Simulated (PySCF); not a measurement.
Isomers of C9H18Ge, mass 200.062 u with the commonest isotopes. Computed with PBE0-D3(BJ)/def2-SVP geometry optimisation, gas phase (PySCF). One conformer each, none proved a minimum here; rigid rotors.

Problem. Order these by rotational constant A, smallest first.
A. `[CH2:1]=[CH:2][CH2:3][Ge@@H:4]1[CH2:5][CH2:6][C@@:7]1([CH3:8])[CH2:9][CH3:10]` with C1–C2–C3–Ge4 101°, C2–C3–Ge4–C5 157°, C6–C7–C9–C10 169°, C3–Ge4–C5–C6 -132°, Ge4–C5–C6–C7 22°, C5–C6–C7–C8 90°, C3–Ge4–C7–C6 134°
B. `[CH3:1][C@@H:2]1[CH2:3][C@H:4]1[C@@H:5]1[CH2:6][CH2:7][CH2:8][CH2:9][GeH2:10]1` with C3–C4–C5–C6 -80°, C1–C2–C3–C4 -110°, C2–C3–C4–C5 -110°, C4–C5–C6–C7 -68°, C5–C6–C7–C8 -66°
C. `[CH3:1][C@@H:2]1[CH2:3][C@@H:4]1[C@@H:5]1[CH2:6][CH2:7][CH2:8][CH2:9][GeH2:10]1` with C3–C4–C5–C6 -156°, C1–C2–C3–C4 -112°, C2–C3–C4–C5 112°, C4–C5–C6–C7 180°, C5–C6–C7–C8 68°

Solution. A (1243 MHz), B (1394 MHz), C (1569 MHz).

Problem. Order these by rotational constant B, smallest first.
A. `[CH2:1]=[CH:2][CH2:3][Ge@@H:4]1[CH2:5][CH2:6][C@@:7]1([CH3:8])[CH2:9][CH3:10]` with C1–C2–C3–Ge4 101°, C2–C3–Ge4–C5 157°, C6–C7–C9–C10 169°, C3–Ge4–C5–C6 -132°, Ge4–C5–C6–C7 22°, C5–C6–C7–C8 90°, C3–Ge4–C7–C6 134°
B. `[CH3:1][C@@H:2]1[CH2:3][C@H:4]1[C@@H:5]1[CH2:6][CH2:7][CH2:8][CH2:9][GeH2:10]1` with C3–C4–C5–C6 -80°, C1–C2–C3–C4 -110°, C2–C3–C4–C5 -110°, C4–C5–C6–C7 -68°, C5–C6–C7–C8 -66°
C. `[CH2:1]=[C:2]([CH3:3])[Ge@@H:4]1[CH2:5][CH2:6][C@H:7]([CH2:8][CH3:9])[CH2:10]1` with C1–C2–Ge4–C5 -127°, C6–C7–C8–C9 172°, C2–Ge4–C5–C6 -135°, Ge4–C5–C6–C7 39°, C5–C6–C7–C8 72°, C6–C7–C10–Ge4 35°
D. `[CH3:1][C@@H:2]1[CH2:3][C@@H:4]1[C@@H:5]1[CH2:6][CH2:7][CH2:8][CH2:9][GeH2:10]1` with C3–C4–C5–C6 -156°, C1–C2–C3–C4 -112°, C2–C3–C4–C5 112°, C4–C5–C6–C7 180°, C5–C6–C7–C8 68°

Solution. D (645.0 MHz), B (677.2 MHz), C (749.2 MHz), A (824.7 MHz).

Problem. Order these by rotational constant C, smallest first.
A. `[CH3:1][C@@H:2]1[CH2:3][C@@H:4]1[C@@H:5]1[CH2:6][CH2:7][CH2:8][CH2:9][GeH2:10]1` with C3–C4–C5–C6 -156°, C1–C2–C3–C4 -112°, C2–C3–C4–C5 112°, C4–C5–C6–C7 180°, C5–C6–C7–C8 68°
B. `[CH3:1][C@@H:2]1[CH2:3][C@H:4]1[C@@H:5]1[CH2:6][CH2:7][CH2:8][CH2:9][GeH2:10]1` with C3–C4–C5–C6 -80°, C1–C2–C3–C4 -110°, C2–C3–C4–C5 -110°, C4–C5–C6–C7 -68°, C5–C6–C7–C8 -66°
C. `[CH2:1]=[CH:2][CH2:3][Ge@@H:4]1[CH2:5][CH2:6][C@@:7]1([CH3:8])[CH2:9][CH3:10]` with C1–C2–C3–Ge4 101°, C2–C3–Ge4–C5 157°, C6–C7–C9–C10 169°, C3–Ge4–C5–C6 -132°, Ge4–C5–C6–C7 22°, C5–C6–C7–C8 90°, C3–Ge4–C7–C6 134°
D. `[CH2:1]=[C:2]([CH3:3])[Ge@@H:4]1[CH2:5][CH2:6][C@H:7]([CH2:8][CH3:9])[CH2:10]1` with C1–C2–Ge4–C5 -127°, C6–C7–C8–C9 172°, C2–Ge4–C5–C6 -135°, Ge4–C5–C6–C7 39°, C5–C6–C7–C8 72°, C6–C7–C10–Ge4 35°

Solution. A (497.3 MHz), B (549.3 MHz), D (590.9 MHz), C (609.2 MHz).

```json
{"SMILES": "C=C[CH2][Ge@@H]1[CH2]C[C@@]1(C)CC", "point group": "C1", "Ia (u·Å²)": "406.64", "Ib (u·Å²)": "612.80", "Ic (u·Å²)": "829.63", "κ": "-0.32", "μa (D)": "0.19", "μb (D)": "0.19", "μc (D)": "0.43"}
{"SMILES": "C[C@@H]1C[C@H]1[C@@H]1CCC[CH2][GeH2]1", "point group": "C1", "Ia (u·Å²)": "362.53", "Ib (u·Å²)": "746.30", "Ic (u·Å²)": "920.07", "κ": "-0.70", "μa (D)": "0.10", "μb (D)": "0.55", "μc (D)": "0.33"}
{"SMILES": "C=[C](C)[Ge@@H]1[CH2]C[C@H](CC)[CH2]1", "point group": "C1", "Ia (u·Å²)": "363.52", "Ib (u·Å²)": "674.57", "Ic (u·Å²)": "855.34", "κ": "-0.60", "μa (D)": "0.55", "μb (D)": "0.46", "μc (D)": "0.29"}
{"SMILES": "C[C@@H]1C[C@@H]1[C@@H]1CCC[CH2][GeH2]1", "point group": "C1", "Ia (u·Å²)": "322.10", "Ib (u·Å²)": "783.57", "Ic (u·Å²)": "1016.30", "κ": "-0.72", "μa (D)": "0.06", "μb (D)": "0.80", "μc (D)": "0.20"}
```
